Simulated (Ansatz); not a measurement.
Be₅O₅H₁₈, relaxed as a singlet with RKS PBE-D4/def2-SVP in Ansatz, starting from a model built from a lattice or polyhedron. Force threshold 0.02 eV/Å.

In the singlet geometry the species has come apart into loosely held pieces. In the singlet, H12 and H24 lie 0.77 Å apart, H14 and H22 lie 0.77 Å apart, H17 and H25 lie 1.19 Å apart (atoms count from 1), so H2 has formed as a molecule.

Start:

```xyz
28

Be   -1.640   -1.242   -0.132
Be    0.520   -2.616   -0.947
Be   -1.468    1.378    0.406
Be    0.878    2.668    0.108
Be    0.709    0.027   -0.405
O    -0.664   -0.046    0.477
O     1.494   -1.413   -0.336
O    -0.859   -2.693   -0.067
O     1.659    1.207    0.227
O    -0.498    2.570    1.009
H    -2.700   -1.273    0.577
H    -1.935   -0.955   -1.361
H     1.135   -3.705   -0.867
H     0.238   -2.318   -2.143
H    -2.537    1.328    1.119
H    -1.753    1.653   -0.804
H     1.638    3.588    0.562
H     0.592    2.911   -1.103
H     0.397    0.322   -1.630
H    -0.443   -0.244    1.428
H     1.741   -1.612    0.588
H     2.321   -1.369   -0.870
H    -0.594   -2.890    0.881
H    -1.416   -3.396   -0.419
H     1.898    1.005    1.111
H     2.520    1.286   -0.345
H    -0.279    2.378    1.942
H    -0.953    3.449    0.991
```

```tsv
step	energy (eV)	largest force component (eV/Å)	SCF passes
1	-12504.2564	3.676	53
2	-12507.2952	2.395	40
3	-12509.1988	0.941	23
4	-12509.8752	0.533	18
5	-12510.2352	0.616	18
6	-12510.5104	0.779	17
7	-12510.7726	1.071	17
8	-12511.0434	0.801	18
9	-12511.3711	0.507	18
10	-12511.7289	0.662	24
11	-12511.8964	1.049	24
17	-12512.5256	0.552	17
23	-12512.8274	0.812	18
29	-12513.2711	0.491	18
35	-12513.6316	0.517	18
41	-12514.0233	0.191	18
47	-12514.4857	0.700	19
53	-12514.6224	0.189	20
59	-12514.6583	0.094	20
65	-12515.3001	0.328	19
71	-12515.7107	0.372	18
77	-12516.7010	0.365	19
83	-12516.8179	0.184	19
89 (rejected)	-12516.8313	0.168	19
95	-12516.8411	0.037	19
98	-12516.8424	0.014	20
```

Force components are those of the run's own axes.

End:

```tsv
atom	x (Å)	y (Å)	z (Å)
Be1	0.5579	-2.1450	1.0913
Be2	-1.1179	-2.1657	-1.2889
Be3	-0.7213	0.1879	-0.3167
Be4	0.5448	4.0715	0.3425
Be5	1.3261	0.0600	0.4349
O6	-0.1711	-0.4944	1.1296
O7	1.8986	-1.4049	0.3456
O8	-0.3944	-2.8376	-0.0620
O9	2.1220	1.2750	1.1665
O10	-0.6922	3.3608	-0.3987
H11	0.7228	-2.7778	2.3114
H12	-3.5672	-2.0959	-0.5867
H13	-1.8074	-2.8058	-2.2822
H14	0.5252	-2.0879	-2.8681
H15	-1.6060	1.2793	-0.1429
H16	-1.2428	-0.7232	-1.2835
H17	1.0446	3.2617	1.3896
H18	0.9449	5.3095	-0.0625
H19	0.6482	0.6103	-0.7630
H20	-0.5673	-0.2265	1.9766
H21	2.7992	-1.7559	0.3421
H22	1.0212	-1.7633	-2.3728
H23	-0.5134	-3.7992	0.0174
H24	-3.8012	-1.8424	0.1030
H25	1.6337	2.2389	1.2208
H26	2.6041	1.1211	2.0004
H27	-1.0667	2.3536	-0.2880
H28	-1.1243	3.7962	-1.1558
```

Bonds lost: Be1–H12, Be2–O7, Be2–H14, Be3–O10, Be4–O9, O7–H22, O8–H24 (atoms count from 1). Bonds formed: Be1–O7, Be2–H16, Be3–H19 (atoms count from 1). Metal–metal contacts that move far: Be3–Be5 2.69 to 2.18 Å. The end holds 4 separate pieces.

No frequencies were taken in this run, so the end may be a saddle point.

Run time 2.3 min (4 threads of AMD EPYC 9R45 on a shared host).
